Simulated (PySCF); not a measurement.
C3H6. Atoms are numbered in the order given.

```xyz
9

C      0.8643     0.0000     0.0000
C     -0.4322    -0.7485     0.0000
C     -0.4322     0.7485     0.0000
H      1.4516     0.0000     0.9097
H      1.4516     0.0000    -0.9097
H     -0.7258    -1.2571    -0.9097
H     -0.7258    -1.2571     0.9097
H     -0.7258     1.2571     0.9097
H     -0.7258     1.2571    -0.9097
```
Charge 0, spin multiplicity 1.

Geometry: PBE0-D3(BJ)/def2-TZVP.

These are PBE/def2-TZVPD (PySCF) values and carry that method's errors.

Mulliken values depend strongly on the basis, most of all with diffuse functions as here. Atomic charges (e):

| atom | Mulliken | meta-Löwdin |
|---|---|---|
| C1 | -0.32 | -0.24 |
| C2 | -0.33 | -0.24 |
| C3 | -0.33 | -0.24 |
| H4 | 0.16 | 0.12 |
| H5 | 0.16 | 0.12 |
| H6 | 0.16 | 0.12 |
| H7 | 0.16 | 0.12 |
| H8 | 0.16 | 0.12 |
| H9 | 0.16 | 0.12 |
